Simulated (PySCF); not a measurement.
## Electron correlation in Pt²⁺ (platinum, charge +2)

[Xe] 4f14 5d7 6p1, one real determinant (an excited configuration). Computed with PySCF 2.14 in x2c-TZVPPall with one added diffuse shell each of s, p, d, f type (12s8p8d4f1g, 113 functions), with the spin-free X2C one-electron Hamiltonian (Gaussian nucleus). Frozen: [Xe] 4f14; 8 electrons correlated.

```csv
level,correlation energy (mhartree)
CCSD,-162.49
(T),-4.86
CCSD(T),-167.35
```

Diagnostics: T1 = 0.0096, D1 = 0.0252, largest double amplitude 0.056.

The real determinant used has ⟨L²⟩ near 14 against 20 for a pure G term, so it mixes terms. Spin-orbit coupling, absent here, splits the open shell strongly.

Cost of the coupled-cluster step: of the order of 40 core-seconds, for 8 correlated electrons.

The reference is one real determinant that mixes LS terms of this configuration.
